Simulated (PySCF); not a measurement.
# How methods differ on the ionisation energy of B(2+)

B(2+) [He] 2s1 (2S) → B(3+) 1s2 (1S), as a difference of total energies. Computed with PySCF 2.14 in dyall-av3z, with the non-relativistic Hamiltonian (point nucleus). The calculations carry no spin-orbit coupling.

```json
{"method": "UHF", "ionisation energy (eV)": "37.819"}
{"method": "LDA", "ionisation energy (eV)": "37.899"}
{"method": "PBE", "ionisation energy (eV)": "38.290"}
{"method": "PBE0", "ionisation energy (eV)": "38.230"}
{"method": "r2SCAN", "ionisation energy (eV)": "37.854"}
{"method": "wB97M-V", "ionisation energy (eV)": "38.077"}
{"method": "M06", "ionisation energy (eV)": "37.669"}
{"method": "B3LYP", "ionisation energy (eV)": "38.480"}
{"method": "HSE06", "ionisation energy (eV)": "38.225"}
```

For comparison: 37.931 eV (measured; NIST Atomic Spectra Database, ionization energies).
